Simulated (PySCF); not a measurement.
Tl⁸⁰⁺ (thallium, charge +80) across methods

1s1, 2S determinant. All numbers are calculated (PySCF 2.14, scalar relativity by spin-free X2C-1e, in an uncontracted even-tempered set (16 s from 260 bohr⁻², ratio 2.2; 7 p from 390 bohr⁻², ratio 2.4; 4 d from 1200 bohr⁻², ratio 2.4; 3 f from 1800 bohr⁻², ratio 2.4; 3 g from 2600 bohr⁻², ratio 2.4)).

```json
{"method": "r2SCAN", "E (hartree)": "-3629.94", "mean ε 1s α (eV)": "-98211.9", "Σ⟨r²⟩ (bohr²)": "0.0003293", "⟨S²⟩": "0.750"}
{"method": "revPBE", "E (hartree)": "-3630.33", "mean ε 1s α (eV)": "-98151.2", "Σ⟨r²⟩ (bohr²)": "0.0003295", "⟨S²⟩": "0.750"}
{"method": "UHF", "E (hartree)": "-3629.43990", "mean ε 1s α (eV)": "-98762.1", "Σ⟨r²⟩ (bohr²)": "0.0003292", "⟨S²⟩": "0.750"}
{"method": "PBE", "E (hartree)": "-3629.83", "mean ε 1s α (eV)": "-98144.6", "Σ⟨r²⟩ (bohr²)": "0.0003295", "⟨S²⟩": "0.750"}
{"method": "r2SCAN0", "E (hartree)": "-3629.82", "mean ε 1s α (eV)": "-98349.4", "Σ⟨r²⟩ (bohr²)": "0.0003293", "⟨S²⟩": "0.750"}
{"method": "PBE0", "E (hartree)": "-3629.74", "mean ε 1s α (eV)": "-98299.0", "Σ⟨r²⟩ (bohr²)": "0.0003294", "⟨S²⟩": "0.750"}
{"method": "LDA", "E (hartree)": "-3625.48", "mean ε 1s α (eV)": "-98045.1", "Σ⟨r²⟩ (bohr²)": "0.0003300", "⟨S²⟩": "0.750"}
```

For one electron the Hartree and exchange-correlation energies should cancel; what remains is the self-interaction error.
